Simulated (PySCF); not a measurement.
A structure optimised at GFN2-xTB (Å):
```
atom  x, y, z in Å
C1    -2.2920   -0.8198   -0.2231
C2    -1.3633    0.3090   -0.5937
O3    -1.7098    1.2583   -1.2627
C4     0.0076    0.1926   -0.0979
C5     1.0353    1.0708   -0.3397
C6     2.2435    0.6866    0.2639
C7     2.1278   -0.4776    0.9615
S8     0.5463   -1.1267    0.8944
H9    -1.8943   -1.7618   -0.5956
H10   -2.3743   -0.8923    0.8596
H11   -3.2742   -0.6422   -0.6520
H12    0.9022    1.9543   -0.9373
H13    3.1590    1.2446    0.1856
H14    2.8857   -0.9962    1.5148
```

Charge 0, singlet.

(1) Which heavy atoms are bonded, and with what formal order?

(2) Write the SMILES.

(3) Which rings does it hold (smallest set)?

(4) Describe the place of each heavy atom.

(5) What is the arrangement about C2?

(6) What is the arrangement about S8?

Results:

(1) C1–C2 1.51 Å (single); C2–O3 1.21 Å (double); C2–C4 1.46 Å (single); C4–C5 1.37 Å (aromatic); C5–C6 1.40 Å (aromatic); C6–C7 1.36 Å (aromatic); C7–S8 1.71 Å (aromatic); C4–S8 1.74 Å (aromatic). Bonds to hydrogen (Å): C1–H9 1.09; C1–H10 1.09; C1–H11 1.09; C5–H12 1.07; C6–H13 1.07; C7–H14 1.07. The orders are those of one drawing; other resonance forms can be drawn.

(2) `CC(=O)c1cccs1`, C6H6OS. Among its features: ketone and aromatic ring with sulfur.

(3) C4–C5–C6–C7–S8 (5 members, 0.00 Å rms from planarity).

(4) C1: methyl carbon next to a carbonyl; C2: ketone carbonyl carbon; O3: ketone oxygen; C4: substituted aromatic carbon; C5: aromatic CH carbon; C6: aromatic CH carbon; C7: aromatic CH next to a ring sulfur; S8: thiophene-type sulfur.

(5) It has 3 neighbours (C1, O3, C4) and is planar (angles 123.1°, 121.2° and 115.8°, sum 360.0°, 0.00 Å off the plane of its three neighbours).

(6) It has 2 neighbours (C7, C4) and is bent (angle 91.2°).

The numbers are calculated, not measured.
